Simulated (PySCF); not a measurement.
Computed IR spectrum (relative IR intensity) of a molecule C5H10Si. Geometry optimised at PBE0-D3(BJ)/def2-SVP. Other conformers were not sampled. Level of theory: PBE0-D3(BJ)/def2-SVP (PySCF 2.14.0). Frequencies are harmonic and unscaled.

Lines under 2 % of the strongest are left out, and lines within 2 cm⁻¹ are merged.

```csv
ν (cm⁻¹),relative intensity
555,9.2
695,2.6
704,9.1
752,19
810,59
867,7.7
878,20
942,28
952,72
985,3.5
1030,7.7
1037,7.2
1080,20
1166,8.4
1298,2.7
1404,5.0
1441,3.7
1737,6.4
2218,100
2226,78
3062,2.8
3075,5.3
3080,7.7
3142,8.8
3159,2.1
3166,8.3
3258,4.9
```

Identify the compound among the candidates.
A. C#C[SiH2]C(C)C
B. C=CC1C[SiH2]C1
C. [SiH3]CC1=CCC1
D. CC1=CCC[SiH2]1

B, C=CC1C[SiH2]C1
